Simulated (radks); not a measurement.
The numbers below are computed, except where a source is named.
Isoelectronic series with 6 electrons, all held in the configuration [He] 2s2 2p2, which need not be the ground one along the series. Level of theory: scalar-relativistic Kohn-Sham, PBE, spin-polarised, spherical densities, point nucleus; open shells are filled with parallel spins first (a radial shooting solver on a logarithmic mesh with Libxc functionals). Total energies (hartree) and mean radii <r> (bohr) (* marks an orbital that is empty in some or all of the ions):

| ion | E (hartree) | 2p down* | 2p up | 2s down | 2s up | 1s down |
|---|---|---|---|---|---|---|
| C | -37.81029 | 1.928 | 1.746 | 1.607 | 1.555 | 0.2704 |
| N+ | -54.02007 | 1.320 | 1.252 | 1.267 | 1.232 | 0.2293 |
| F3+ | -95.50023 | 0.8433 | 0.8189 | 0.8873 | 0.8701 | 0.1758 |
| Ne4+ | -120.76963 | 0.7177 | 0.7004 | 0.7718 | 0.7588 | 0.1574 |
| Mg6+ | -180.38062 | 0.5544 | 0.5444 | 0.6125 | 0.6043 | 0.1300 |
| Al7+ | -214.73065 | 0.4980 | 0.4901 | 0.5552 | 0.5484 | 0.1196 |
| Si8+ | -252.11718 | 0.4522 | 0.4457 | 0.5076 | 0.5020 | 0.1107 |
| P9+ | -292.54606 | 0.4142 | 0.4088 | 0.4676 | 0.4628 | 0.1031 |
| S10+ | -336.02369 | 0.3820 | 0.3775 | 0.4333 | 0.4292 | 0.09636 |
| Cl11+ | -382.55704 | 0.3546 | 0.3506 | 0.4037 | 0.4002 | 0.09048 |
| Ar12+ | -432.15362 | 0.3308 | 0.3274 | 0.3779 | 0.3748 | 0.08526 |
| K13+ | -484.82144 | 0.3100 | 0.3070 | 0.3551 | 0.3524 | 0.08061 |
| Ca14+ | -540.56909 | 0.2916 | 0.2890 | 0.3349 | 0.3325 | 0.07642 |
| Sc15+ | -599.40567 | 0.2753 | 0.2730 | 0.3168 | 0.3146 | 0.07265 |

Estimate the row of O2+.

Answer. E (hartree) -73.25079; 2p down* 1.026; 2p up 0.9878; 2s down 1.044; 2s up 1.020; 1s down 0.1991.
